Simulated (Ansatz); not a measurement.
CH4OSiZn at its PBE0-D4/def2-TZVP geometry, where that method's forces vanish. The species carries charge 0 and has multiplicity 1.

```xyz
8

C    -0.0528   -1.0377   -0.2270
Si    0.3396    0.7594    0.3105
O    -1.0102    1.5575   -0.1819
Zn   -1.7057   -0.0747   -0.8327
H    -0.2265   -1.7781    0.5532
H     0.5359   -1.4692   -1.0361
H     0.5419    0.8116    1.7866
H     1.5777    1.2313   -0.3726
```

**Question.** What forces (eV/Å) does r2SCAN-D4/def2-TZVPP give on these atoms in Ansatz? (Estimate.)

**Answer.** Computed: 
```
C1  -0.004 -0.005 -0.003
Si2  0.017  0.000  0.008
O3  -0.071  0.056 -0.023
Zn4  0.089  0.010  0.045
H5   0.002 -0.015 -0.022
H6  -0.013 -0.021  0.010
H7  -0.003 -0.009 -0.021
H8  -0.017 -0.015  0.007
```
